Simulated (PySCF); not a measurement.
Molecule: `CC(C)C1CCCC1`, C8H16.

Geometry:
```
atom   x (Å)   y (Å)   z (Å)
  C1  -2.153   0.415   1.306
  C2  -1.410  -0.235   0.144
  C3  -2.241  -0.157  -1.132
  C4  -0.017   0.375  -0.039
  C5   0.789  -0.177  -1.222
  C6   2.228   0.187  -0.879
  C7   2.318  -0.137   0.613
  C8   0.923   0.196   1.180
  H9  -2.333   1.484   1.103
 H10  -3.133  -0.060   1.469
 H11  -1.588   0.346   2.248
 H12  -1.261  -1.305   0.389
 H13  -2.357   0.890  -1.460
 H14  -3.251  -0.566  -0.972
 H15  -1.783  -0.717  -1.960
 H16  -0.155   1.459  -0.212
 H17   0.680  -1.276  -1.265
 H18   0.457   0.221  -2.193
 H19   2.384   1.267  -1.045
 H20   2.976  -0.345  -1.486
 H21   2.529  -1.211   0.739
 H22   3.129   0.404   1.123
 H23   0.942   1.104   1.800
 H24   0.562  -0.615   1.834
```

Geometry PBE0-D3(BJ)/def2-SVP throughout; GIAO in PySCF 2.14, gas phase, one conformer, non-relativistic; equivalent atoms averaged; basis pcSseg-1.

Task: How do the absolute shieldings σ depend on the functional? (a selection of nuclei; ppm; last column core-seconds on shared hosts with different chips, so compare them loosely)

Result: 
| functional | kind | C4 | C2 | C5/C8 | C6/C7 | C1/C3 | H18/H23 | H19/H22 | H17/H24 | H16 | core-s |
| --- | --- | --- | --- | --- | --- | --- | --- | --- | --- | --- | --- |
| HF | Hartree–Fock | 149.1 | 158.4 | 161.1 | 165.3 | 168.6 | 30.20 | 30.39 | 30.93 | 30.99 | 18 |
| PBE | GGA | 127.4 | 139.0 | 144.3 | 149.3 | 155.4 | 29.38 | 29.64 | 30.17 | 29.99 | 53 |
| OPBE | GGA | 137.2 | 147.7 | 151.4 | 155.5 | 162.0 | 29.47 | 29.69 | 30.17 | 30.00 | 62 |
| KT2 | GGA | 131.7 | 142.3 | 148.5 | 153.0 | 158.8 | 29.35 | 29.62 | 30.21 | 30.03 | 64 |
| KT3 | GGA | 132.5 | 142.2 | 147.8 | 151.9 | 158.4 | 29.53 | 29.79 | 30.31 | 30.16 | 60 |
| B97-D | GGA | 127.8 | 138.5 | 143.7 | 148.3 | 154.6 | 29.61 | 29.86 | 30.36 | 30.21 | 62 |
| PBE0 | global hybrid | 135.0 | 146.3 | 150.5 | 155.3 | 160.6 | 29.56 | 29.79 | 30.32 | 30.19 | 32 |
| WP04 | global hybrid | 121.9 | 132.3 | 136.8 | 141.1 | 148.2 | 29.98 | 30.18 | 30.57 | 30.42 | 54 |
| B97-2 | global hybrid | 134.9 | 145.6 | 149.8 | 154.4 | 159.9 | 29.67 | 29.90 | 30.41 | 30.28 | 44 |
| CAM-B3LYP | range-separated hybrid | 132.5 | 143.9 | 148.3 | 153.5 | 158.6 | 29.64 | 29.87 | 30.39 | 30.29 | 42 |

Task: Which nucleus among those listed moves most, in ppm?

Result: C4 (sp3 CH in a ring): from 121.9 ppm with WP04 to 149.1 ppm with HF. The smallest spread is 0.76 ppm, at H17/H24. Proton shifts span only some 12 ppm, so a few tenths of a ppm matter as much there as several ppm in carbon.
